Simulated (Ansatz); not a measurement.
Ansatz (a program for electronic structure) input (PBE0/def2-QZVPP):
A basis named .json is the Basis Set Exchange file of that set.

Ansatz 0.2 input:
```yaml
crystal:
  periodic: [false, false, false]
  atoms:
    - {symbol: Te, position_ang: [-0.00000000, -0.00000000, -0.55241785]}
    - {symbol: Cl, position_ang: [0.00000000, 0.00000000, 1.68974872]}
basis:
  gaussian:
    orbitals: def2-QZVPP.json
hamiltonian:
  xc: {name: PBE0}
total_charge: 1
```

Output:

```
Functional definition: PBE0
integrals: 0.06 GiB planned
838 factors; their error is unknown
mean field: 0.56 GiB planned
mean field evaluation 1: about -19798.7222 eV, gradient 4.0e1 eV
mean field evaluation 2: about -19761.5547 eV, gradient 1.1e2 eV
mean field evaluation 4: about -19802.8820 eV, gradient 8.5e0 eV
mean field evaluation 8: about -19803.0831 eV, gradient 2.7e-1 eV
mean field evaluation 16: about -19802.8014 eV, gradient 1.2e1 eV
mean field -19803.08320548 eV, -727.7498847893 hartree, gradient 4.3e-5 eV, S^2 0.000000; 1 other end points of the search recorded, 0 dependent functions left out
reference -19803.08323053 eV, -727.7498857102 hartree; 20, 20 occupied and 132, 132 virtual orbitals, 838 factors
Total energy: -19803.08323053 eV, -727.7498857102 hartree
```

This is an excited singlet: at this geometry the triplet lies 1.00 eV lower at CCSD(T)/CBS(def2-TZVPPD,def2-QZVPPD).
